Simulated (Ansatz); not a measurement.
Start from `C=[C](C)[AlH2]` and change one atom or group to get `C=C[C](=C)[AlH2]`.

Ansatz, PBE0-D4/def2-TZVP geometries, multiplicity 1. Each molecule was computed in one conformer, which needn't be the lowest.

```json
{"property": "HOMO–LUMO gap (ωB97M-V/def2-TZVPP) / eV", "`C=[C](C)[AlH2]`": "9.97"}
{"property": "LUMO energy (B3LYP/def2-TZVPP) / eV", "`C=[C](C)[AlH2]`": "-1.76"}
{"property": "HOMO energy (B3LYP/def2-TZVPP) / eV", "`C=[C](C)[AlH2]`": "-7.42"}
{"property": "LUMO energy (ωB97M-V/def2-TZVPP) / eV", "`C=[C](C)[AlH2]`": "0.11"}
{"property": "size of the dipole moment (ωB97M-V/def2-TZVPP) / D", "`C=[C](C)[AlH2]`": "0.83"}
{"property": "HOMO energy (PBE0/def2-TZVPP) / eV", "`C=[C](C)[AlH2]`": "-7.65"}
```

(1) What does the change do to each property? (Estimate.)

Answers

(1) Computed: 
```csv
property,`C=C[C](=C)[AlH2]`,shift
HOMO–LUMO gap (ωB97M-V/def2-TZVPP) / eV,9.10,-0.87
LUMO energy (B3LYP/def2-TZVPP) / eV,-1.83,-0.07
HOMO energy (B3LYP/def2-TZVPP) / eV,-6.73,0.69
LUMO energy (ωB97M-V/def2-TZVPP) / eV,0.06,-0.05
size of the dipole moment (ωB97M-V/def2-TZVPP) / D,0.70,-0.13
HOMO energy (PBE0/def2-TZVPP) / eV,-6.95,0.70
```

With PBE0 the HOMO rises by 0.70 eV and the LUMO falls by 0.07 eV, so the gap narrows by about 0.77 eV. PBE moves the HOMO by 0.53 eV and ωB97M-V by 0.82 eV. Dipoles are sizes alone; their direction can turn.

B3LYP here is the variant with VWN-RPA as its local correlation; programs differ in this.
